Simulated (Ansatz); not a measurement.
Species: H12Ge5S2, SMILES `[SH][GeH2][GeH2][GeH2][GeH2][GeH2][SH]` (charge 0, multiplicity 1).

### Question
Give a relaxed geometry from B3LYP-D3(BJ)/def2-SVP (Ansatz, a first-principles code).

### Answer
Several could match; the one computed here: the end point of this relaxation, one of several conformers (outside a Z-matrix the atoms follow the SMILES, hydrogens last).
Bonded distances (Å): S1–Ge2 2.259, S1–H8 1.354, Ge2–Ge3 2.442, Ge2–H9 1.547, Ge2–H10 1.542, Ge3–Ge4 2.445, Ge3–H11 1.547, Ge3–H12 1.545, Ge4–Ge5 2.444, Ge4–H13 1.547, Ge4–H14 1.547, Ge5–Ge6 2.439, Ge5–H15 1.545, Ge5–H16 1.544, Ge6–S7 2.258, Ge6–H17 1.546, Ge6–H18 1.546, S7–H19 1.354. Angles (°): Ge2–S1–H8 94.4, S1–Ge2–Ge3 110.0, S1–Ge2–H9 110.4, S1–Ge2–H10 104.2, Ge3–Ge2–H9 111.2, Ge3–Ge2–H10 111.7, H9–Ge2–H10 109.1, Ge2–Ge3–Ge4 112.6, Ge2–Ge3–H11 108.4, Ge2–Ge3–H12 109.1, Ge4–Ge3–H11 109.1, Ge4–Ge3–H12 109.7, H11–Ge3–H12 107.8, Ge3–Ge4–Ge5 111.9, Ge3–Ge4–H13 109.5, Ge3–Ge4–H14 109.4, Ge5–Ge4–H13 109.2, Ge5–Ge4–H14 109.4, H13–Ge4–H14 107.4, Ge4–Ge5–Ge6 110.7, Ge4–Ge5–H15 109.6, Ge4–Ge5–H16 109.5, Ge6–Ge5–H15 109.4, Ge6–Ge5–H16 109.4, H15–Ge5–H16 108.2, Ge5–Ge6–S7 107.0, Ge5–Ge6–H17 110.8, Ge5–Ge6–H18 110.8, S7–Ge6–H17 109.9, S7–Ge6–H18 109.9, H17–Ge6–H18 108.4, Ge6–S7–H19 95.0.
